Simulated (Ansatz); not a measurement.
Isolated molecules relaxed with PBE0-D4/def2-TZVP in Ansatz; ΔE leaves out vibrations. CCSD(T)/CBS is the MP2 limit (def2-TZVPP, def2-QZVPP) plus CCSD(T) − MP2 in def2-TZVPP, frozen cores. This one scheme is used for every species. DFT in def2-TZVPP. B3LYP here is the variant with VWN-RPA as its local correlation; programs differ in this. Each species was taken in one conformer, which may not be the lowest.

Consider the ligand exchange at the Si–C bond: `N=C=C[SiH3]` + `[CH3][Al]([OH])[OH]` → `[CH3][Al]([OH])[O][SiH3]` + `C=C=N`.

| level | ΔE (kJ/mol) | difference from CCSD(T)/CBS |
| --- | --- | --- |
| LDA (SPW92) | -74.3 | 14.6 |
| BLYP-D4 | -86.7 | 2.2 |
| B3LYP-D4 | -91.6 | -2.7 |
| r2SCAN0-D4 | -89.0 | -0.1 |
| PBE | -75.0 | 13.9 |
| B3LYP | -92.4 | -3.5 |
| RPA@PBE/def2-TZVPP | -90.2 | -1.3 |
| HF/def2-SVP | -108.1 | -19.2 |
| MP2/def2-SVP | -86.2 | 2.7 |
| CCSD(T)/def2-SVP | -89.7 | -0.8 |
| HF/def2-TZVPP | -111.9 | -23.0 |
| MP2/def2-TZVPP | -86.5 | 2.4 |
| SCS-MP2/def2-TZVPP | -92.7 | -3.8 |
| CCSD/def2-TZVPP | -94.3 | -5.4 |
| HF/CBS(def2) | -113.7 | -24.8 |
| CCSD/CBS(def2) | -93.0 | -4.1 |
| CCSD(T)/CBS | -88.9 | 0 |

Largest T1 diagnostic among the species: 0.015.

Leaving LDA and LC-ωPBE aside and taking each functional with its dispersion term where it has one, the values, not all of them listed here, spread over 27.5 kJ/mol, from BHLYP-D4 to revPBE-D4. From BLYP to BHLYP (50 % exact exchange), in def2-TZVPP and without D4, ΔE moves by −12.3 kJ/mol.
